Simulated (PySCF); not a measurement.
# SMILES CC[C@@]1(F)CC[S@]1=O, C5H9FOS

Cartesian coordinates in Å; atom numbers follow the order of the lines, from 1:
```xyz
17

C     2.2896    0.3120   -0.0341
C     0.9936   -0.1477    0.6259
C    -0.0615   -0.4977   -0.3994
F     0.4460   -1.3383   -1.3645
C    -1.4163   -0.9736    0.1231
C    -2.1627    0.3428   -0.0562
S    -0.8528    1.0382   -1.1950
O    -0.2977    2.2365   -0.5761
H     2.6806   -0.4633   -0.6884
H     2.1105    1.2102   -0.6191
H     3.0341    0.5353    0.7250
H     1.1802   -1.0210    1.2579
H     0.5963    0.6557    1.2492
H    -1.8078   -1.7539   -0.5295
H    -1.3914   -1.3543    1.1449
H    -3.1444    0.2779   -0.5148
H    -2.2036    0.9531    0.8412
```

The calculation used GIAO LDA/MINI magnetisability, rotational g tensor and spin-rotation constants, non-relativistic, gas phase in PySCF 2.14.0. Geometry: GFN2-xTB.

(1) Give the nuclear spin-rotation constants along the inertial axes (H = +C I·J) beside the isotropic shieldings.

Answers

(1) Rotational constants 2.2705, 1.6966, 1.2904 GHz. A star marks the isotopologue with that one atom substituted, in its own axes.
```
atom  isotope  Caa (kHz)  Cbb (kHz)  Ccc (kHz)  mean (kHz)  σ (ppm)
  F4      19F      1.486      0.363      1.709       1.186    341.0
  H9       1H     -0.197     -0.169     -0.085      -0.150     29.4
 H10       1H     -0.205     -0.106     -0.137      -0.150     29.8
 H11       1H     -0.168     -0.182     -0.093      -0.148     29.4
 H12       1H     -0.180     -0.111     -0.122      -0.138     28.5
 H13       1H     -0.190     -0.160     -0.071      -0.140     28.2
 H14       1H     -0.301     -0.033     -0.093      -0.142     27.5
 H15       1H     -0.269     -0.182     -0.002      -0.151     27.7
 H16       1H     -0.007     -0.185     -0.147      -0.113     27.7
 H17       1H     -0.294     -0.179     -0.008      -0.160     28.5
  C1     13C*      0.188      0.127      0.095       0.137    205.6
  C2     13C*      0.236      0.142      0.121       0.166    194.6
  C3     13C*      0.503      0.319      0.199       0.340    132.4
  C5     13C*      0.213      0.200      0.133       0.182    187.0
  C6     13C*      0.388      0.114      0.114       0.205    185.3
  S7     33S*      0.680      0.500      0.347       0.509    423.3
  O8     17O*      0.206     -0.978     -0.283      -0.351    109.3
```
For the geometry as given, no vibrational averaging.
